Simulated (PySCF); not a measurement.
A PySCF script (with the pyscf-properties extension) for the NMR shieldings of SMILES C[Si](C)(F)CCCl, C4H10ClFSi, on a GFN2-xTB geometry:

```python
import basis_set_exchange as bse
import numpy as np
from pyscf import gto, dft
from pyscf.prop import nmr

atoms = """
C    -0.982070    0.927781   -1.471007
Si   -0.560174   -0.358043   -0.142317
C    -1.986570   -0.716621    1.051372
F    -0.242026   -1.745045   -0.936358
C     1.051089    0.058881    0.794216
C     2.256714    0.032068   -0.119444
Cl    3.756678    0.420126    0.781919
H    -1.144803    1.912333   -1.043789
H    -1.884855    0.650542   -2.007728
H    -0.183234    1.012248   -2.202681
H    -2.245284    0.154715    1.643846
H    -2.876255   -1.020822    0.508741
H    -1.733528   -1.518973    1.738119
H     1.205287   -0.658207    1.601632
H     0.976465    1.041377    1.259953
H     2.405021   -0.955044   -0.554143
H     2.180549    0.774715   -0.912240
"""
names = dict.fromkeys(["C", "Si", "F", "Cl", "H"], "pcSseg-1")
basis = {el: gto.basis.parse(bse.get_basis(n, elements=[el], fmt="nwchem")) for el, n in names.items()}
mol = gto.M(atom=atoms, basis=basis, charge=0, verbose=0)
mf = dft.RKS(mol, xc="PBE0")
mf.grids.level = 2
mf.grids.alignment = dft.numint.BLKSIZE   # the property module wants whole blocks of grid points
mf.conv_tol = 1e-9
mf.kernel()

calc = nmr.RKS(mf)   # GIAO
C = mf.mo_coeff
Co = C[:, mf.mo_occ > 0]
resp = mf.gen_response(singlet=True, hermi=2)
def vind(x):   # induced exchange potential for any number of trial vectors
    d = np.einsum("pi,xij,qj->xpq", C, 2 * x.reshape(-1, C.shape[1], Co.shape[1]), Co, optimize=True)
    return np.einsum("xpq,pi,qj->xij", resp(d - d.transpose(0, 2, 1)), C, Co, optimize=True).ravel()
mo1, _ = nmr.rhf.solve_mo1(calc, with_cphf=vind)
sigma = calc.kernel(mo1)
for i, s in enumerate(sigma):   # ppm
    print("%2d %-2s %9.2f" % (i, mol.atom_pure_symbol(i), np.trace(s) / 3))
```

Q: Give the expected output.

A: 
```
 0 C     188.02
 1 Si    313.34
 2 C     186.12
 3 F     364.50
 4 C     159.07
 5 C     139.75
 6 Cl    818.29
 7 H      31.89
 8 H      31.32
 9 H      31.25
10 H      31.79
11 H      31.31
12 H      31.28
13 H      30.27
14 H      30.79
15 H      27.86
16 H      28.10
```

These numbers come from an equivalent density-fitted implementation of the same equations, which agrees with the script to about 0.01 ppm for H and up to a few tenths of a ppm for heavy atoms, so last digits may differ.

Q: Turn these shieldings into chemical shifts. δ = σ(ref) − σ, references computed at the same level: ¹³C (186.93 ppm) and ²⁹Si (349.16 ppm) and ¹H (31.72 ppm) vs TMS; ¹⁹F (170.95 ppm) against CFCl3; ³⁵Cl (949.78 ppm) vs HCl.

A: Averaging equivalent atoms: C 5: 47.2; C 4: 27.9; C 0/2: -0.1; Si 1: 35.8; F 3: -193.6; Cl 6: 131; H 15/16: 3.73; H 13/14: 1.19; H 7/8/9/10/11/12: 0.24 ppm. Unscaled 19F shifts against computed CFCl3 carry errors that often reach 10 to 50 ppm.

Size and cost of the density-fitted run: 183 basis functions, 39 s wall time on 1 thread of an Arm Neoverse V1, shared host; peak memory 0.82 GiB.
